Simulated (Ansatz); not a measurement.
Computed with frozen-core CCSD(T)/cc-pVTZ // r2SCAN-D4/def2-TZVP (Ansatz, an electronic-structure program). The geometry is that of the parent before the electron was removed.

Ansatz 0.2 input:
```yaml
crystal:
  periodic: [false, false, false]
  atoms:
    - { symbol: N, position_ang: [1.798971, 0.295258, -0.068253] }
    - { symbol: B, position_ang: [0.637441, -0.115454, -0.203478] }
    - { symbol: C, position_ang: [-0.821545, -0.564941, -0.382752] }
    - { symbol: N, position_ang: [-1.79975, 0.212113, -0.657367] }
    - { symbol: H, position_ang: [2.73081, 0.61793, 0.041107] }
    - { symbol: H, position_ang: [-1.066177, -1.626622, -0.271561] }
    - { symbol: H, position_ang: [-1.479756, 1.181714, -0.742732] }
basis:
  gaussian: { orbitals: cc-pVTZ }
correlation:
  method: ccsd_t
total_charge: 1
magnetization:
  spin_polarized: true
  initial_magnetization: 1
```

Output:

```
Functional definition: HF
950 factors; integrals over basis functions are off by at most 1.2e-3 eV
mean field evaluation 1: about -4697.0625 eV, gradient 3.9e1 eV
mean field evaluation 2: about -4697.0670 eV, gradient 4.0e1 eV
mean field evaluation 4: about -4704.2209 eV, gradient 5.1e0 eV
mean field evaluation 8: about -4704.7765 eV, gradient 7.1e-1 eV
mean field evaluation 16: about -4704.8586 eV, gradient 9.7e-3 eV
mean field evaluation 32: about -4704.8463 eV, gradient 2.1e-1 eV
mean field evaluation 64: about -4704.6587 eV, gradient 1.2e-2 eV
mean field evaluation 96: about -4702.9964 eV, gradient 5.5e0 eV
mean field evaluation 128: about -4704.8111 eV, gradient 3.6e-1 eV
mean field evaluation 160: about -4704.8603 eV, gradient 1.4e0 eV
mean field evaluation 192: about -4704.6005 eV, gradient 1.3e0 eV
mean field evaluation 224: about -4703.5647 eV, gradient 6.1e0 eV
mean field evaluation 256: about -4700.0576 eV, gradient 9.2e0 eV
mean field evaluation 288: about -4702.1043 eV, gradient 1.8e-2 eV
mean field evaluation 320: about -4703.4366 eV, gradient 3.8e-1 eV
mean field evaluation 352: about -4703.0263 eV, gradient 3.8e0 eV
mean field evaluation 384: about -4701.8478 eV, gradient 5.5e-1 eV
mean field evaluation 416: about -4701.8022 eV, gradient 2.4e-3 eV
mean field evaluation 448: about -4704.6216 eV, gradient 5.2e-1 eV
mean field evaluation 480: about -4702.3204 eV, gradient 1.5e-1 eV
mean field evaluation 512: about -4701.8022 eV, gradient 2.8e-3 eV
mean field evaluation 544: about -4700.2495 eV, gradient 1.6e1 eV
mean field evaluation 576: about -4703.3023 eV, gradient 2.0e0 eV
mean field evaluation 608: about -4703.3121 eV, gradient 2.0e0 eV
mean field evaluation 640: about -4703.3828 eV, gradient 1.2e0 eV
mean field evaluation 672: about -4702.8540 eV, gradient 5.3e0 eV
mean field evaluation 704: about -4697.8861 eV, gradient 1.8e-1 eV
mean field evaluation 736: about -4697.7370 eV, gradient 7.7e0 eV
mean field evaluation 768: about -4700.4827 eV, gradient 1.6e1 eV
mean field evaluation 800: about -4698.7754 eV, gradient 1.4e-3 eV
mean field evaluation 832: about -4704.6548 eV, gradient 4.9e-2 eV
mean field evaluation 864: about -4703.5669 eV, gradient 3.6e0 eV
mean field evaluation 896: about -4702.3163 eV, gradient 2.2e-1 eV
mean field -4704.90695417 eV, -172.9021414653 hartree, gradient 2.2e-6 eV, S^2 1.027515; 21 other end points of the search recorded, 0 dependent functions left out
determinant -4704.90695417 eV, -172.9021414653 hartree, with singles and doubles -4721.61744023 eV, -173.5162405013 hartree
determinant -4704.85863576 eV, -172.9003657964 hartree, with singles and doubles -4722.13351186 eV, -173.5352057839 hartree
determinant -4704.65867444 eV, -172.8930173534 hartree, with singles and doubles -4721.43834431 eV, -173.5096588477 hartree
determinant -4704.62786869 eV, -172.8918852632 hartree, with singles and doubles -4721.47490815 eV, -173.5110025438 hartree
determinant -4702.31833484 eV, -172.8070114594 hartree, with singles and doubles -4718.20871149 eV, -173.3909720305 hartree
determinant -4702.10428790 eV, -172.7991453795 hartree, with singles and doubles -4718.22891473 eV, -173.3917144858 hartree
determinant -4701.85925706 eV, -172.7901406623 hartree, with singles and doubles -4717.90104091 eV, -173.3796653454 hartree
determinant -4701.80218764 eV, -172.7880433997 hartree, with singles and doubles -4717.84434374 eV, -173.3775817626 hartree
determinant -4701.66564978 eV, -172.7830257261 hartree, with singles and doubles -4717.12968314 eV, -173.3513184702 hartree
determinant -4704.90695417 eV, -172.9021414653 hartree, with singles and doubles -4721.48595520 eV, -173.5114085155 hartree
determinant -4704.85863576 eV, -172.9003657964 hartree, with singles and doubles -4722.02075983 eV, -173.5310622230 hartree
4 core orbitals not correlated
reference -4704.85863576 eV, -172.9003657964 hartree; 10, 9 occupied and 148, 149 virtual orbitals, 950 factors
second order -16.11151208 eV of doubles, -0.00000000 eV of singles
cycle   1  -17.16212334 eV  change    7.3e-7 eV  update   4.6e-6
perturbative correction -0.88739996 eV, -0.0326113471 hartree
Total energy: -4722.90815906 eV, -173.5636735434 hartree
```

Cost: around 12 core-minutes (rough).
